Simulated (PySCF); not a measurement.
# Computed vibrations of Pr(NH2)3

Pr(NH2)3 (singlet in the valence; each metal's 4f electrons, 2 of them, lie in its core potential, out of spins and levels). PySCF 2.14.0, RKS B3LYP, Pr lcecp-1-SVP with ECP48, N def2-SVP, H def2-SVP; non-relativistic Hamiltonian with scalar-relativistic core potentials where named; density fitting; no spin-orbit coupling. Central differences of gradients.

```xyz
10

Pr    0.0000    0.0000    0.0000
N     2.3116    0.0000    0.0000
H     2.9433    0.0000    0.8060
H     2.9433    0.0000   -0.8060
N    -1.1558    2.0019    0.0000
H    -1.4716    2.5490    0.8060
H    -1.4716    2.5490   -0.8060
N    -1.1558   -2.0019    0.0000
H    -1.4717   -2.5490    0.8060
H    -1.4717   -2.5490   -0.8060
```

Run from Python with OMP_NUM_THREADS=2. Where DIIS fails, smearing, a level shift and second-order steps follow.
It took 90 s on 2 threads of Intel(R) Xeon(R) CPU @ 2.80GHz (Skylake/Cascade Lake), with other jobs on the host.

Task: What are the harmonic wavenumbers and infrared intensities?

Result: Modes are labelled in D3h; negative numbers are unstable modes, those under 60 cm⁻¹ near the noise; a finer grid moves soft modes by up to 10 cm⁻¹.
| cm⁻¹ | km/mol | symmetry |
| --- | --- | --- |
| -478 | – | e'' |
| -478 | – | e'' |
| -438 | – | a1'' |
| -120 | – | a2'' |
| 105 | 0.2 | e' |
| 105 | 0.2 | e' |
| 257 | 136.8 | a2'' |
| 258 | 0.0 | e'' |
| 258 | 0.0 | e'' |
| 378 | 0.0 | a2' |
| 419 | 278.5 | e' |
| 419 | 278.5 | e' |
| 478 | 207.6 | e' |
| 478 | 207.6 | e' |
| 504 | 0.0 | a1' |
| 1522 | 21.3 | e' |
| 1522 | 21.3 | e' |
| 1523 | 0.0 | a1' |
| 3468 | 4.5 | e' |
| 3468 | 4.5 | e' |
| 3469 | 0.0 | a1' |
| 3534 | 0.0 | e'' |
| 3534 | 0.0 | e'' |
| 3534 | 0.1 | a2'' |

Task: Is this a minimum?

Result: No: 4 unstable; the lowest moves the atoms so:
```
Pr   0.00  0.00  0.00
N    0.00  0.00  0.01
H    0.02 -0.52  0.00
H   -0.02  0.52  0.00
N    0.00  0.00 -0.03
H   -0.01 -0.06  0.01
H    0.01  0.06  0.01
N    0.00  0.00  0.02
H    0.40 -0.26  0.00
H   -0.40  0.26  0.00
```

An lcecp potential fixes the number of 4f electrons, so in runs with it no electron can move into or out of that shell.
